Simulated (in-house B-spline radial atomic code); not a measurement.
A calculation on the iron ion Fe³⁺ (an excited or competing configuration): its settings, and results tabulated from the run. All numbers are computed (non-relativistic LC-wPBE, spin-polarised, spherical fractional occupations, exact exchange averaged over the configuration; point nucleus) with a B-spline radial code for spherical atoms, not measured.

Command:
```bash
python run_scf.py task.json out
```
Settings:
```
Z                26
configuration    [Ar] 3d4 4s1
hamiltonian      nr
method           lc_wpbe
spin_polarised   True
exact_exchange   averaged over the configuration
```

Output (hartree, bohr):
```
 radial grid: 49 intervals, B-splines of order 8, outer radius 28.1081 bohr

 iter        energy (Eh)    residual
    1       -1247.165766    6.38e-01
    2       -1256.292356    5.09e-01
    3       -1260.490847    1.18e-01
    4       -1260.832939    2.89e-02
    5       -1260.846963    1.85e-02
    6       -1260.853332    1.96e-03
    7       -1260.853361    5.72e-04
    8       -1260.853360    1.08e-04
    9       -1260.853360    5.83e-06
   10       -1260.853360    3.19e-07
   11       -1260.853360    1.64e-08

 total energy                     -1260.85336
 kinetic                            1259.8963
 electron-nucleus                  -2961.7870
 Hartree                             494.8204
 exact exchange                       -4.7904
 exchange-correlation                -48.9927

 orbital      occ     eigenvalue          <r>       <r^2>       <1/r>       <r^4>     <1/r^2>       r_max
 1s up      1.000      -256.7390    0.0591416  0.00469007     25.5188 5.61458e-05     1311.03     0.03895
 1s down    1.000      -256.7371    0.0591415  0.00469002     25.5187 5.61416e-05     1311.02     0.03895
 2s up      1.000       -31.6608     0.270203   0.0861317     5.46056   0.0129202     122.234      0.2253
 2s down    1.000       -31.5731      0.26975   0.0858226     5.47012   0.0128149     122.638       0.225
 2p up      3.000       -27.5766     0.236993   0.0689628     5.41068  0.00965057     40.1697      0.1812
 2p down    3.000       -27.5098     0.236475   0.0686285     5.41977  0.00954119     40.2851       0.181
 3s up      1.000        -5.3520     0.803188    0.741666     1.75731    0.874519     19.0149      0.7028
 3s down    1.000        -5.1557     0.807144    0.749469     1.74641    0.897186     18.7499      0.7042
 3p up      3.000        -4.1394     0.834661    0.816061     1.64225      1.1338     5.92657      0.7081
 3p down    3.000        -3.9331     0.837981    0.822611     1.63369     1.15264     5.85927      0.7095
 3d up      4.000        -2.1490     0.924362     1.05815     1.37848     2.38662     2.50567      0.6756
 4s up      1.000        -1.4096      2.17683     5.33826    0.609864     42.1393     2.85996        1.96
```

Cost of the run: 0.28 s on 1 thread of Intel(R) Xeon(R) 6975P-C, with other jobs on the host.
